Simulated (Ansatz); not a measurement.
C₃H₈MgO₂ (`CC(C)[O][Mg][OH]`), relaxed with RKS PBE0-D4/def2-TZVP in Ansatz from a PBE-D4/def2-SVP geometry. The force threshold is 0.005 eV/Å; the program also tests the step.

Total charge 0; spin multiplicity 1.

Start:

```xyz
14

C    -0.357    1.502   -0.886
C     0.452    0.210   -0.697
C    -0.158   -0.956   -1.486
O     0.569   -0.110    0.655
Mg    0.303   -0.595    2.359
O     0.030   -1.152    4.048
H    -1.397    1.360   -0.520
H     0.101    2.332   -0.311
H    -0.404    1.805   -1.953
H     1.477    0.395   -1.112
H    -1.193   -1.157   -1.135
H    -0.200   -0.739   -2.575
H     0.441   -1.878   -1.340
H     0.337   -1.016    4.952
```

Problem. How much energy does the relaxation release, and in how many steps? (Best estimate.)

Solution. Computed: 1.51 kcal/mol, in 10 steps.

Problem. Which bonds change most? (An estimate is asked.)

Solution. Ansatz gave: Mg5–O6 from 1.799 to 1.765 Å; O4–Mg5 from 1.791 to 1.761 Å; C2–H10 from 1.121 to 1.103 Å; O6–H14 from 0.965 to 0.948 Å.

Problem. Give the relaxed structure. (An estimate is asked.)

Solution. The calculation gave: 
```xyz
14

C    -0.357    1.486   -0.890
C     0.432    0.202   -0.685
C    -0.162   -0.943   -1.492
O     0.491   -0.126    0.657
Mg    0.324   -0.576    2.351
O     0.137   -1.080    4.032
H    -1.391    1.348   -0.559
H     0.084    2.299   -0.308
H    -0.370    1.784   -1.942
H     1.456    0.376   -1.056
H    -1.192   -1.131   -1.173
H    -0.170   -0.717   -2.562
H     0.417   -1.856   -1.338
H     0.301   -1.067    4.965
```
